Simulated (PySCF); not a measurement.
Match the calculated data to a structure.

All candidates are C4H12Si3.

| technique | computed result |
| --- | --- |
| 1H NMR | chemical shifts (computed TMS as zero) by class: 4.51 (1 H), 4.28 (1 H), 4.27 (1 H), 4.05 (1 H), 3.95 (3 H), 1.96 (1 H), 1.54 (3 H), 0.68 (1 H) ppm [GIAO PBE0/pcSseg-1] |
| Triplet | lowest triplet excitation (Tamm–Dancoff): 5.04 eV [TDA CAM-B3LYP/def2-SVPD] |
| Dipole | 0.97 D [CAM-B3LYP/def2-SVPD] |
| 13C NMR | chemical shifts (computed TMS as zero) by class: 106.9 (1 C), 85.4 (1 C), 17.8 (1 C), -0.5 (1 C) ppm [GIAO PBE0/pcSseg-1] |
| Rotational structure | rotational constants A, B, C: 1.913, 0.820, 0.745 GHz [GFN2-xTB] |
| UV, first state | lowest singlet excitation: 6.06 eV (205 nm, f = 0.001) [TDDFT CAM-B3LYP/def2-SVPD] |
| UV, strongest line | among the 8 lowest singlet transitions: S8 at 7.61 eV (163 nm, f = 0.047) [TDDFT CAM-B3LYP/def2-SVPD] |

Electronic properties: PySCF, gas phase, density fitting. Levels stand in brackets. Isolated species at its GFN2-xTB geometry (one conformer only). Each NMR value is the plain mean over a class of atoms that symmetry, rotation or inversion makes alike.

Question: Which candidate is it?
A. `C#CCC[SiH]([SiH3])[SiH3]`
B. `C#C[SiH2][SiH2][C@@H](C)[SiH3]`
C. `C=C[C@H]1[SiH2][C@H]([SiH3])[SiH2]1`
D. `C#CC[SiH2][Si@@H](C)[SiH3]`

Answer: B. It is `C#C[SiH2][SiH2][C@@H](C)[SiH3]`. Numbering: `[CH:1]#[C:2][SiH2:3][SiH2:4][C@@H:5]([CH3:6])[SiH3:7]`. Its formula, C4H12Si3, gives 2 degrees of unsaturation: 0 rings and 2 π bonds in the structure found. 4 carbons fall into 4 classes; from least to most shielded: terminal alkyne carbon [C1] (106.9 ppm), alkyne carbon [C2] (85.4 ppm), methyl carbon [C6] (17.8 ppm), sp3 carbon bound to silicon [C5] (-0.5 ppm). Hydrogen classes from least to most shielded: 1 H on an SiH2 silicon, Si3 (4.51 ppm), 1 H on an SiH2 silicon, Si3 (4.28 ppm), 1 H on an SiH2 silicon, Si4 (4.27 ppm), 1 H on an SiH2 silicon, Si4 (4.05 ppm), 3 H on an SiH3 silicon, Si7 (3.95 ppm), 1 H on a terminal alkyne carbon, C1 (1.96 ppm), 3 H on a methyl carbon, C6 (1.54 ppm), 1 H on an sp3 carbon bound to silicon, C5 (0.68 ppm). The optimised geometry has point group C1 and is an asymmetric top.

The others, at the same levels:
- `C#CC[SiH2][Si@@H](C)[SiH3]` fails: its computed 13C shifts are 89.5 (1 C), 75.6 (1 C), -0.6 (1 C), -8.4 (1 C) ppm, 1H shifts are 4.21 (1 H), 4.12 (1 H), 3.95 (1 H), 3.58 (3 H), 2.00 (1 H), 1.69 (1 H), 1.35 (1 H), 0.35 (3 H) ppm and rotational constant A is 1.523 GHz (against 1.913 GHz).
- `C#CCC[SiH]([SiH3])[SiH3]` fails: its computed 13C shifts are 90.5 (1 C), 75.2 (1 C), 19.4 (1 C), 16.8 (1 C) ppm, 1H shifts are 4.04 (1 H), 3.51 (6 H), 2.10 (2 H), 1.48 (1 H), 1.29 (2 H) ppm and lowest singlet excitation is 6.55 eV (189 nm, f = 0.081) (against 6.06 eV).
- `C=C[C@H]1[SiH2][C@H]([SiH3])[SiH2]1` fails: its computed 13C shifts are 146.4 (1 C), 113.9 (1 C), 27.1 (1 C), -15.1 (1 C) ppm, 1H shifts are 6.29 (1 H), 5.00 (1 H), 4.87 (2 H), 4.82 (1 H), 4.79 (2 H), 4.11 (3 H), 2.67 (1 H), 0.30 (1 H) ppm and rotational constant A is 3.031 GHz (against 1.913 GHz).

Each candidate is one conformer, not necessarily the lowest. Dipoles, sizes and rotational constants follow the conformer. The torsions of the flexible species, by atom-mapped SMILES:
- `[CH:1]#[C:2][SiH2:3][SiH2:4][C@@H:5]([CH3:6])[SiH3:7]`: C2–Si3–Si4–C5 65°, Si3–Si4–C5–C6 -62°
- `[CH:1]#[C:2][CH2:3][SiH2:4][Si@@H:5]([CH3:6])[SiH3:7]`: C2–C3–Si4–Si5 -46°, C3–Si4–Si5–C6 -50°
- `[CH:1]#[C:2][CH2:3][CH2:4][SiH:5]([SiH3:6])[SiH3:7]`: C2–C3–C4–Si5 -179°, C3–C4–Si5–Si6 -64°
- `[CH2:1]=[CH:2][C@H:3]1[SiH2:4][C@H:5]([SiH3:6])[SiH2:7]1`: C1–C2–C3–Si4 127°
